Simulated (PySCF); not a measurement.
The multiplicity is imposed and other spin states were not computed.

**[Pt(CO)3(CS)] (charge 0, multiplicity 1)**

Calculation: PySCF 2.14.0 with PBE-D3(BJ)/def2-TZVP // TPSS-D3(BJ)/def2-SVP.

```json
{
  "HOMO": "-6.40 eV",
  "dipole_moment": "0.62 D",
  "LUMO": "-3.01 eV",
  "HOMO–LUMO gap": "3.39 eV",
  "charge on the central atom (Mulliken)": "0.62 e",
  "mean C–O bond length of the carbonyls": "1.152 Å",
  "total_energy": "-24363.47 eV",
  "cost": "about 5 core-minutes (a rough figure)"
}
```

```xyz
9

Pt     0.0074    -0.0888    -0.0455
O     -2.6069    -0.1513     1.7157
C     -1.6555    -0.0808     1.0700
O     -0.5873     1.3579    -2.7813
C     -0.3904     0.8726    -1.7553
O      2.2429     1.5130     1.4930
C      1.3947     0.9695     0.9344
S      1.1216    -3.3391    -0.6823
C      0.6210    -1.8906    -0.3950
```
Charge 0, spin multiplicity 1.
